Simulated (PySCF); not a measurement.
Static response to an electric field

Species: C7H14GeO.
SMILES with atom numbers: `[GeH3:1][O:2][C@H:3]1[CH2:4][CH2:5][CH2:6][C:7]12[CH2:8][CH2:9]2` (hydrogens: H10, H11, H12 on Ge1; H13 on C3; H14, H15 on C4; H16, H17 on C5; H18, H19 on C6; H20, H21 on C8; H22, H23 on C9)

Structure used (PBE0-D3(BJ)/def2-SVP), in Å, numbered top down from 1:
```xyz
23
C7H14GeO angstrom
Ge     2.2453    0.4893    0.1310
O      0.9899   -0.7386   -0.1756
C     -0.1962   -0.4663   -0.8881
C     -1.0638   -1.7158   -0.8141
C     -1.6222   -1.6845    0.6175
C     -1.6570   -0.1902    1.0197
C     -1.0803    0.5442   -0.1826
C     -1.9410    1.4531   -1.0103
C     -0.8115    2.0166   -0.1975
H      1.8590    1.3878    1.3216
H      2.4435    1.3388   -1.1435
H      3.5006   -0.3339    0.4553
H      0.0347   -0.1579   -1.9267
H     -0.4876   -2.6240   -1.0414
H     -1.8744   -1.6268   -1.5547
H     -2.6117   -2.1602    0.6818
H     -0.9537   -2.2409    1.2893
H     -2.6721    0.1644    1.2549
H     -1.0389   -0.0109    1.9130
H     -1.8241    1.4294   -2.0982
H     -2.9650    1.6314   -0.6702
H     -1.0485    2.5860    0.7060
H      0.0616    2.3895   -0.7418
```

Level: B3LYP/def2-SVPD (PySCF), static field, nuclei fixed, core orbitals frozen in the response. The polarisability tensor in these axes (au):

```
x   119.87   2.16   2.77
y     2.16 113.29  -1.56
z     2.77  -1.56 102.52
```

**Question.** Diagonalise the tensor; give its mean and Δα, where Δα² is half the sum of the squared differences of the eigenvalues.

**Answer.** Principal values 101.77, 113.11 and 120.79 au; mean 111.89 au = 16.58 Å³ = 18.45 × 10⁻⁴⁰ C²·m²/J; Δα = 16.57 au (15 % of the mean).

**Question.** What is the dipole moment, and where does it point?

**Answer.** (-0.41, 0.94, -0.22) D, 1.05 D in size, pointing from the negative to the positive side. Measured along this direction, the outermost atoms are H14 and H17 at the negative end and H21 at the positive end.

**Question.** Orientational against electronic polarisability at 350 K (dilute gas, rigid molecules)?

**Answer.** In Gaussian units μ²/3kT = 7.54 Å³ against 16.58 Å³, a ratio of 0.45; the Debye molar polarisation (4π/3)N_A(α + μ²/3kT) is 60.8 cm³/mol, leaving out the vibrational part.

**Question.** In TDDFT the mean static polarisability is Σ f/ω² over all singlet excitations (ω in hartree). How much of it do the 10 lowest give? Their energies (eV) and oscillator strengths: 6.25, 0.0042; 6.55, 0.0155; 6.87, 0.0195; 7.08, 0.0260; 7.10, 0.0234; 7.19, 0.0115; 7.23, 0.0206; 7.46, 0.0060; 7.56, 0.0075; 7.62, 0.0337.

**Answer.** They add up to 2.45 au, 2.2 % of the 111.89 au; the largest single term is 0.43 au, from the state at 7.62 eV. Terms in order: 0.08, 0.27, 0.31, 0.38, 0.34, 0.16, 0.29, 0.08, 0.10, 0.43 au. Higher excitations give the rest. The strengths listed sum to 0.168.

**Question.** Refractivity n − 1 of an ideal gas of it at 500 K and 1 atm, from the electronic α?

**Answer.** N = p/kT = 1.4678 × 10¹⁹ cm⁻³, so n − 1 = 2π × N × 16.58 × 10⁻²⁴ cm³ = 1529 × 10⁻⁶ at long wavelengths, for an ideal gas.

**Question.** What molar refraction does this α imply?

**Answer.** Lorentz–Lorenz: R = (4π/3)N_A α = 2.5225 cm³/(mol·Å³) × 16.58 Å³ = 41.8 cm³/mol, in the limit of long wavelengths.

**Question.** Along which axes do the principal values lie, and how far do the nuclei extend along each?

**Answer.** Largest value along (0.96, 0.25, 0.12), where the nuclei span 6.30 Å; middle along (-0.22, 0.95, -0.20), 4.75 Å; least along (-0.17, 0.16, 0.97), 3.94 Å. The response follows the extents in order.

One conformer (not necessarily the lowest) at the PBE0-D3(BJ)/def2-SVP geometry, without solvent, vibrations or thermal averaging. The calculation is non-relativistic, for germanium too.

The run behind these numbers computed excited states and ΔSCF ions as well. The run took 7.6 min on an Arm Neoverse V2 with one thread, no GPU, on a shared host, and the process peaked at 1.4 GiB of memory.
